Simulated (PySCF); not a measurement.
From one molecule to another.

First species: C3H2FNO.
SMILES: `Fc1ncco1`

Second species: C₅H₆OSSi.
Atom-mapped SMILES: `[CH:1]#[C:2][C:3](=[O:4])[C:5](=[CH2:6])[S:7][SiH3:8]` (hydrogens: H9 on C1; H10, H11 on C6; H12, H13, H14 on Si8)

Cartesian coordinates in Å at the GFN2-xTB level; atoms count from 1:
```
atom  x, y, z in Å
C1     2.7349   -1.4986   -0.4813
C2     1.6733   -1.0078   -0.2058
C3     0.3607   -0.5287    0.1130
O4    -0.5931   -1.2913    0.1169
C5     0.2440    0.8979    0.4295
C6     1.3144    1.7118    0.4200
S7    -1.3618    1.4615    0.8171
Si8   -2.6143   -0.3337    0.7081
H9     3.6801   -1.8933   -0.7169
H10    2.2963    1.3455    0.1757
H11    1.2111    2.7551    0.6567
H12   -3.8516    0.3612    1.0951
H13   -2.7969   -0.7446   -0.6736
H14   -2.2979   -1.2356    1.8034
```

Levels: CAM-B3LYP/def2-SVPD for dipole moment, HOMO energy, LUMO energy, HOMO–LUMO gap, static isotropic polarisability and electronic spatial extent ⟨r²⟩ about the centre of nuclear charge; TDDFT CAM-B3LYP/def2-SVPD for lowest singlet excitation; TDA CAM-B3LYP/def2-SVPD for lowest triplet excitation (Tamm–Dancoff); GFN2-xTB for rotational constant A and rotational constant C. Geometries: GFN2-xTB. Each species is one conformer at its optimised geometry, gas phase, non-relativistic unless stated; the electronic structure was computed with PySCF and density fitting.

The conformers computed, where there is a choice (atom-mapped SMILES and torsion angles):
- `[CH:1]#[C:2][C:3](=[O:4])[C:5](=[CH2:6])[S:7][SiH3:8]`: C2–C3–C5–C6 0°, C3–C5–S7–Si8 1°

Question: Which has the higher dipole moment?

Answer: The second: 4.17 D against 2.51 D, a difference of 1.66 D.

Question: Which of the two has the higher S1 energy, and by how much?

Answer: The first: 6.62 eV against 3.38 eV, a difference of 3.24 eV.

Question: Which of the two has the higher LUMO energy, and by how much?

Answer: The first: 0.87 eV against -1.90 eV, a difference of 2.77 eV.

Question: Which has the higher HOMO–LUMO gap?

Answer: The first: 9.71 eV against 6.03 eV, a difference of 3.68 eV.

Question: Which has the higher static isotropic polarisability?

Answer: The second: 111.3 au against 41.6 au, a difference of 69.7 au.

Question: Which of the two has the higher T1 energy, and by how much?

Answer: The first: 4.28 eV against 2.33 eV, a difference of 1.95 eV.

Question: Which of the two has the higher HOMO energy, and by how much?

Answer: The second: -7.93 eV against -8.84 eV, a difference of 0.91 eV.

Question: Which of the two has the higher ⟨r²⟩, and by how much?

Answer: The second: 1435 bohr² against 414 bohr², a difference of 1021 bohr².

On the first: The 8 singlets span 6.62 to 8.63 eV, and their oscillator strengths add up to 0.28. The vertical singlet–triplet gap S1 − T1 is 2.34 eV (TDDFT singlet less Tamm–Dancoff triplet; S1: HOMO→LUMO, weight 0.96; T1: HOMO→LUMO, weight 0.94).

On the second: The vertical singlet–triplet gap S1 − T1 is 1.05 eV (TDDFT singlet less Tamm–Dancoff triplet; S1: HOMO→LUMO, weight 0.99; T1: HOMO→LUMO, weight 0.85). In atomic units the dipole is 1.64 e·bohr (1 au = 2.5417 D).
